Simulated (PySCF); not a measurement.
**Peak assignment**

Cartesian coordinates in Å; atom numbers follow the order of the lines, from 1:
```xyz
15

C     2.196   -0.259   -0.093
C     0.709   -0.075   -0.040
C    -0.132   -1.182   -0.016
C    -1.505   -1.026    0.047
C    -2.059    0.242    0.087
C    -1.231    1.351    0.064
C     0.143    1.192    0.001
H     2.564   -0.615    0.869
H     2.465   -0.998   -0.845
H     2.697    0.677   -0.326
H     0.296   -2.174   -0.048
H    -2.145   -1.897    0.065
H    -3.131    0.365    0.135
H    -1.655    2.344    0.095
H     0.783    2.063   -0.018
```

Theoretical values (PySCF 2.14): coordinates at the GFN2-xTB level, GIAO PBE0/pcSseg-1 shieldings. Non-relativistic Hamiltonian, one computed conformer, rapidly exchanging positions averaged, no solvent model.

Chemical shifts δ = σref − σ; 13C (186.93 ppm), 1H (31.72 ppm) vs TMS, all at this level.

Q: Assign these signals to the numbered atoms. 13C{1H} NMR (computed): δ 143.4 (C), 134.3 (CH), 134.0 (CH), 130.7 (CH), 24.3 (CH3).

A: 
| δ (ppm) | atoms | environment | reason |
| --- | --- | --- | --- |
| 143.4 | C2 | substituted aromatic carbon | – |
| 134.3 | C3/C7 | aromatic CH | the aromatic region |
| 134.0 | C4/C6 | aromatic CH | – |
| 130.7 | C5 | aromatic CH | – |
| 24.3 | C1 | methyl carbon on an aromatic ring | saturated and bonded to C and H only |

C3/C7 and C4/C6 lie closer than the usual error of such a calculation, so a measured spectrum could show them in the other order.

Q: Assign these signals to the numbered atoms. 1H NMR (400 MHz, computed): δ 7.56 (m, 2H), 7.49 (m, 2H), 7.43 (m, 1H), 2.51 (s, 3H).

A: 
7.56 → H12/H14, hydrogen on an aromatic CH: ring-current deshielding
7.49 → H11/H15, hydrogen on an aromatic CH
7.43 → H13, hydrogen on an aromatic CH
2.51 → H8/H9/H10, hydrogen on a methyl carbon on an aromatic ring: benzylic-type position, deshielded by the ring

H12/H14 and H11/H15; H11/H15 and H13 lie closer than the usual error of such a calculation, so a measured spectrum could show them in the other order.

Shifts are as computed. Against solution values, carbons near 30 ppm lie about +3 ppm off and those near 130 ppm about +5 ppm. Of 1211 compounds with measured shifts, 218 miss one by over three times the rms of a fit or turn the order of signals round; such compounds aren't used in these exercises. Multiplicities follow the n + 1 count of equivalent neighbours, as no J values were calculated; m marks all less simple cases, F and P coupling included.
